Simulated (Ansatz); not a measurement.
Reaction (cleavage of the Si–B bond): `C[SiH2]BS` + `[OH][GeH3]` → `C[SiH2][O][GeH3]` + `BS`

Program: Ansatz. Geometries: PBE0-D4/def2-TZVP. ΔE: electronic, gas phase. CBS: MP2 limit from def2 TZ/QZ plus the TZ coupled-cluster correction, frozen cores. This one scheme is used for every species. DFT in def2-TZVPP. For Ge outer-core shells are correlated without core-valence functions, which leaves a few kJ/mol of doubt a bond. Scalar relativity is left out up to krypton. Each species was taken in one conformer, which may not be the lowest.

| level | ΔE (eV) |
| --- | --- |
| revPBE-D4 | -1.02 |
| r2SCAN-D4 | -1.22 |
| r2SCANh-D4 | -1.23 |
| r2SCAN0-D4 | -1.26 |
| ωB97X-V | -1.26 |
| r2SCANh | -1.23 |
| LC-ωPBE | -1.20 |
| MP2/def2-QZVPP | -1.34 |

(1) What does CCSD(T)/CBS give? (Best estimate.)

Largest T1 diagnostic among the species: 0.015.

Answers

(1) Computed: -1.27 eV. The listed levels differ from it by 0.25, 0.05, 0.04, 0.01, 0.01, 0.04, 0.07, -0.07 eV.

At CCSD(T), def2-SVP lies +0.06 eV from the extrapolated value and def2-TZVPP −0.01 eV. From PBE to PBE0 (25 % exact exchange), in def2-TZVPP and without D4, ΔE moves by −0.09 eV. In def2-TZVPP, CCSD(T) changes the Hartree–Fock value by +0.28 eV (the triples alone add +0.04 eV) and MP2 by +0.22 eV.
